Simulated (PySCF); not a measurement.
Radial density of Au⁺ (gold, charge +1)

UHF, [Xe] 4f14 5d9 6p1, one real determinant (an excited configuration). All numbers are calculated (PySCF 2.14, the spin-free X2C one-electron Hamiltonian (Gaussian nucleus), in ANO-RCC-VTZP).

```json
{"r (bohr)": "0.0193", "4πr²ρ (e/bohr)": "97.06", "4πr²(ρα − ρβ)": "0.0026"}
{"r (bohr)": "0.0324", "4πr²ρ (e/bohr)": "115.9", "4πr²(ρα − ρβ)": "0.0078"}
{"r (bohr)": "0.0545", "4πr²ρ (e/bohr)": "147.5", "4πr²(ρα − ρβ)": "0.0270"}
{"r (bohr)": "0.0917", "4πr²ρ (e/bohr)": "114.2", "4πr²(ρα − ρβ)": "0.0775"}
{"r (bohr)": "0.154", "4πr²ρ (e/bohr)": "136.1", "4πr²(ρα − ρβ)": "0.0314"}
{"r (bohr)": "0.259", "4πr²ρ (e/bohr)": "74.70", "4πr²(ρα − ρβ)": "0.0633"}
{"r (bohr)": "0.436", "4πr²ρ (e/bohr)": "82.86", "4πr²(ρα − ρβ)": "0.0921"}
{"r (bohr)": "0.734", "4πr²ρ (e/bohr)": "27.03", "4πr²(ρα − ρβ)": "0.2464"}
{"r (bohr)": "1.23", "4πr²ρ (e/bohr)": "14.87", "4πr²(ρα − ρβ)": "0.8109"}
{"r (bohr)": "2.08", "4πr²ρ (e/bohr)": "3.192", "4πr²(ρα − ρβ)": "0.5091"}
{"r (bohr)": "3.49", "4πr²ρ (e/bohr)": "0.5005", "4πr²(ρα − ρβ)": "0.3612"}
{"r (bohr)": "5.88", "4πr²ρ (e/bohr)": "0.04834", "4πr²(ρα − ρβ)": "0.0478"}
{"r (bohr)": "9.88", "4πr²ρ (e/bohr)": "4.001e-05", "4πr²(ρα − ρβ)": "0.0000"}
```

Densities and radii are taken from the X2C orbitals without a picture-change correction, which distorts them close to the nucleus.

⟨L²⟩ = 8.09 against 12 for a pure F term, so this real determinant mixes terms. Spin-orbit coupling, absent here, splits the open shell strongly.
